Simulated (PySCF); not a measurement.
PySCF input (TPSSh/def2-TZVPD):

```python
from pyscf import gto, scf, dft

mol = gto.M(
    atom='''
    B    -0.00000000   -0.00000000   -0.76882028
    N     0.00000000    0.00000000    0.54915734
    ''',
    basis='def2-tzvpd',
    charge=0,
    spin=2,
    symmetry='C2v',
    verbose=4,
)

mf = dft.UKS(mol, xc='tpssh').density_fit(auxbasis='def2-universal-jkfit')
mf.grids.level = 3
mf.conv_tol = 1e-9
mf.max_cycle = 100
mf.max_memory = 1500
mf.kernel()
if not mf.converged:
    mf = mf.newton()
    mf.kernel(mf.make_rdm1())
mf.analyze()
```

End of the output:

```
Extra cycle  E= -79.4482825501393  delta_E= 1.13e-11  |g|= 7e-06  |ddm|= 8.48e-06
converged SCF energy = -79.4482825501393  <S^2> = 2.0052752  2S+1 = 3.0035147
**** SCF Summaries ****
Total Energy =                         -79.448282550139282
Nuclear Repulsion Energy =              14.052744220497459
One-electron Energy =                 -134.517544242229349
Two-electron Energy =                   41.016517471592607
Two-electron Coulomb Energy =           51.859437764894729
DFT Exchange-Correlation Energy =      -10.842920293302118
HOMO-LUMO gap [eV] =                     2.195522822928807
Wave-function symmetry = B2
alpha occupancy for each irrep:     A1   A2   B1   B2
                                     5    0    1    1
beta  occupancy for each irrep:     A1   A2   B1   B2
                                     4    0    1    0
**** MO energy ****
alpha MO #1 (A1 #1), energy= -14.3030661489741 occ= 1
alpha MO #2 (A1 #2), energy= -6.78634941218188 occ= 1
alpha MO #3 (A1 #3), energy= -0.830900155428987 occ= 1
alpha MO #4 (A1 #4), energy= -0.397498175675056 occ= 1
alpha MO #5 (B2 #1), energy= -0.358520940104895 occ= 1
alpha MO #6 (A1 #5), energy= -0.312306253751345 occ= 1
alpha MO #7 (B1 #1), energy= -0.310111051929949 occ= 1
alpha MO #8 (B2 #2), energy= -0.0603427962087153 occ= 0
alpha MO #9 (B1 #2), energy= -0.0368324817145707 occ= 0
alpha MO #10 (A1 #6), energy= 0.0129211934054023 occ= 0
alpha MO #11 (A1 #7), energy= 0.0628838063604835 occ= 0
alpha MO #12 (B2 #3), energy= 0.10971282687946 occ= 0
alpha MO #13 (A2 #1), energy= 0.116600084981007 occ= 0
alpha MO #14 (A1 #8), energy= 0.116686469267419 occ= 0
alpha MO #15 (B1 #3), energy= 0.117694822283823 occ= 0
alpha MO #16 (A1 #9), energy= 0.131158031972372 occ= 0
alpha MO #17 (B2 #4), energy= 0.141037847108301 occ= 0
alpha MO #18 (B1 #4), energy= 0.148738739412786 occ= 0
alpha MO #19 (A1 #10), energy= 0.194702041267071 occ= 0
alpha MO #20 (A1 #11), energy= 0.2089080865198 occ= 0
alpha MO #21 (A1 #12), energy= 0.334347780243046 occ= 0
alpha MO #22 (A2 #2), energy= 0.362198849369741 occ= 0
alpha MO #23 (A1 #13), energy= 0.362460581195938 occ= 0
alpha MO #24 (B2 #5), energy= 0.376990582440937 occ= 0
alpha MO #25 (B1 #5), energy= 0.385836601683709 occ= 0
alpha MO #26 (A2 #3), energy= 0.511883455935381 occ= 0
alpha MO #27 (A1 #14), energy= 0.512292550128602 occ= 0
alpha MO #28 (A1 #15), energy= 0.519744185702027 occ= 0
alpha MO #29 (B2 #6), energy= 0.547312927391596 occ= 0
alpha MO #30 (A1 #16), energy= 0.564456998728277 occ= 0
alpha MO #31 (B1 #6), energy= 0.568438544828301 occ= 0
alpha MO #32 (B2 #7), energy= 0.594656062643873 occ= 0
alpha MO #33 (B1 #7), energy= 0.608066883517018 occ= 0
alpha MO #34 (A1 #17), energy= 0.639009142248364 occ= 0
alpha MO #35 (A1 #18), energy= 0.816162601913279 occ= 0
alpha MO #36 (A1 #19), energy= 0.855885196872789 occ= 0
alpha MO #37 (B2 #8), energy= 1.02337607341499 occ= 0
alpha MO #38 (B1 #8), energy= 1.03732158370714 occ= 0
alpha MO #39 (A1 #20), energy= 1.25049986031356 occ= 0
alpha MO #40 (A2 #4), energy= 1.25404536433282 occ= 0
alpha MO #41 (A1 #21), energy= 1.27245972423974 occ= 0
alpha MO #42 (B2 #9), energy= 1.32857795711779 occ= 0
alpha MO #43 (B1 #9), energy= 1.35892641653567 occ= 0
alpha MO #44 (B1 #10), energy= 1.66725433259501 occ= 0
alpha MO #45 (B2 #10), energy= 1.66730692620655 occ= 0
alpha MO #46 (A1 #22), energy= 1.70803629741339 occ= 0
alpha MO #47 (A2 #5), energy= 1.85204931064601 occ= 0
alpha MO #48 (A1 #23), energy= 1.85269017102365 occ= 0
alpha MO #49 (A2 #6), energy= 1.8574707385195 occ= 0
alpha MO #50 (A1 #24), energy= 1.85826388497284 occ= 0
alpha MO #51 (B2 #11), energy= 1.94692470049583 occ= 0
alpha MO #52 (B1 #11), energy= 1.96431953751097 occ= 0
alpha MO #53 (A1 #25), energy= 2.01082544885581 occ= 0
alpha MO #54 (B2 #12), energy= 2.11641844982994 occ= 0
alpha MO #55 (B1 #12), energy= 2.14909410976974 occ= 0
alpha MO #56 (A1 #26), energy= 2.23669283450161 occ= 0
alpha MO #57 (B2 #13), energy= 2.51281605051535 occ= 0
alpha MO #58 (B1 #13), energy= 2.54375985754502 occ= 0
alpha MO #59 (A1 #27), energy= 2.74526701002 occ= 0
alpha MO #60 (A1 #28), energy= 3.09602918369797 occ= 0
alpha MO #61 (B1 #14), energy= 3.91057561136055 occ= 0
alpha MO #62 (B2 #14), energy= 3.91060041977668 occ= 0
alpha MO #63 (A2 #7), energy= 4.19245639926184 occ= 0
alpha MO #64 (A1 #29), energy= 4.1927022395912 occ= 0
alpha MO #65 (B2 #15), energy= 4.52019150878637 occ= 0
alpha MO #66 (B1 #15), energy= 4.56382989567054 occ= 0
alpha MO #67 (A1 #30), energy= 4.64700049631876 occ= 0
alpha MO #68 (A2 #8), energy= 4.64818961747134 occ= 0
alpha MO #69 (A1 #31), energy= 4.8229996608309 occ= 0
alpha MO #70 (B2 #16), energy= 4.94295823279906 occ= 0
alpha MO #71 (B1 #16), energy= 4.97808745942441 occ= 0
alpha MO #72 (A1 #32), energy= 5.24652262725585 occ= 0
alpha MO #73 (A1 #33), energy= 13.8456394090101 occ= 0
alpha MO #74 (A1 #34), energy= 31.758002172224 occ= 0
beta  MO #1 (A1 #1), energy= -14.2851838298973 occ= 1
beta  MO #2 (A1 #2), energy= -6.76962073003898 occ= 1
beta  MO #3 (A1 #3), energy= -0.769316372214778 occ= 1
beta  MO #4 (A1 #4), energy= -0.340850382355855 occ= 1
beta  MO #5 (B1 #1), energy= -0.292997921969931 occ= 1
beta  MO #6 (B2 #1), energy= -0.212313945736044 occ= 0
beta  MO #7 (A1 #5), energy= -0.179278351589314 occ= 0
beta  MO #8 (B1 #2), energy= 0.00167198061860496 occ= 0
beta  MO #9 (B2 #2), energy= 0.0230947426008763 occ= 0
beta  MO #10 (A1 #6), energy= 0.0315760973460169 occ= 0
beta  MO #11 (A1 #7), energy= 0.0857529888483715 occ= 0
beta  MO #12 (B1 #3), energy= 0.127312311799461 occ= 0
beta  MO #13 (A2 #1), energy= 0.12955924343948 occ= 0
beta  MO #14 (A1 #8), energy= 0.131295219142562 occ= 0
beta  MO #15 (B2 #3), energy= 0.13415877294541 occ= 0
beta  MO #16 (A1 #9), energy= 0.141412826518351 occ= 0
beta  MO #17 (B1 #4), energy= 0.168011919472295 occ= 0
beta  MO #18 (B2 #4), energy= 0.177727549109533 occ= 0
beta  MO #19 (A1 #10), energy= 0.221655287860868 occ= 0
beta  MO #20 (A1 #11), energy= 0.225689338488904 occ= 0
beta  MO #21 (A1 #12), energy= 0.371011487150174 occ= 0
beta  MO #22 (A2 #2), energy= 0.376170244919645 occ= 0
beta  MO #23 (A1 #13), energy= 0.37732715312051 occ= 0
beta  MO #24 (B1 #5), energy= 0.395960288238649 occ= 0
beta  MO #25 (B2 #5), energy= 0.398054584192218 occ= 0
beta  MO #26 (A1 #14), energy= 0.53465013242599 occ= 0
beta  MO #27 (A2 #3), energy= 0.543769029422342 occ= 0
beta  MO #28 (A1 #15), energy= 0.545680320235841 occ= 0
[...]
```
